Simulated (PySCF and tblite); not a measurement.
Values are calculated unless marked as measured or tabulated.
Stationary points of C₇H₁₀NS (charge -1) at GFN2-xTB, in Å:

Structure A

```
 1 C    -1.827   -0.893    1.100
 2 S    -1.736    0.905    1.228
 3 C    -0.276    1.255    0.014
 4 C    -0.901    1.436   -1.359
 5 C     0.772    0.242    0.085
 6 C     0.934   -0.927   -0.704
 7 C     2.090   -1.522   -0.250
 8 N     2.656   -0.831    0.767
 9 C     1.855    0.220    0.969
10 H    -2.098   -1.292    2.074
11 H    -0.833   -1.239    0.807
12 H    -2.572   -1.180    0.359
13 H     0.067    2.215    0.413
14 H    -1.347    0.503   -1.695
15 H    -0.133    1.728   -2.076
16 H    -1.676    2.203   -1.334
17 H     0.304   -1.267   -1.514
18 H     2.551   -2.433   -0.612
19 H     2.080    0.949    1.735
```

Structure B

```
 1 C    -2.009   -1.092   -0.386
 2 S    -2.049    0.107    0.962
 3 C    -0.350    0.980    0.678
 4 C    -0.606    2.086   -0.332
 5 C     0.702    0.037    0.312
 6 C     1.505   -0.721    1.195
 7 C     2.344   -1.462    0.395
 8 N     2.126   -1.237   -0.922
 9 C     1.129   -0.346   -0.968
10 H    -2.464   -2.015   -0.037
11 H    -0.955   -1.254   -0.634
12 H    -2.554   -0.708   -1.247
13 H    -0.189    1.399    1.676
14 H    -0.884    1.661   -1.294
15 H     0.300    2.677   -0.468
16 H    -1.410    2.739    0.007
17 H     1.464   -0.704    2.275
18 H     3.113   -2.159    0.704
19 H     0.776    0.021   -1.924
```

Structure C

```
 1 C    -2.357   -0.902    0.387
 2 S    -1.621    0.342    1.492
 3 C    -0.249    1.020    0.445
 4 C    -0.831    1.498   -0.885
 5 C     0.932    0.131    0.272
 6 C     1.076   -1.268    0.321
 7 C     2.399   -1.516    0.010
 8 N     3.085   -0.383   -0.239
 9 C     2.196    0.608   -0.071
10 H    -2.887   -1.614    1.014
11 H    -1.558   -1.399   -0.153
12 H    -3.051   -0.425   -0.301
13 H     0.038    1.902    1.034
14 H    -1.101    0.650   -1.513
15 H    -0.071    2.074   -1.411
16 H    -1.711    2.126   -0.733
17 H     0.335   -2.007    0.594
18 H     2.893   -2.479   -0.047
19 H     2.484    1.643   -0.214
```

Geometries: GFN2-xTB; energies: BP86/pcSseg-1 + D3(BJ), IEF-PCM chloroform; zero-point and thermal terms from GFN2-xTB harmonic modes (soft modes blended into free rotors).

Task: Which structure is a saddle point, and along which motion?

Result: C: one imaginary mode (56i cm⁻¹ at GFN2-xTB, mostly on C6, C9, N8), along the rotation about the C5–C3 bond (torsion C6–C5–C3–S2 from -85° to 94°, rising).

Task: Give their symmetry and energies above the lowest.

Result: A C1, 0.2 kcal/mol; B C1, 0.0 kcal/mol; C C1, 4.3 kcal/mol.

The ion is treated without a counter-ion.
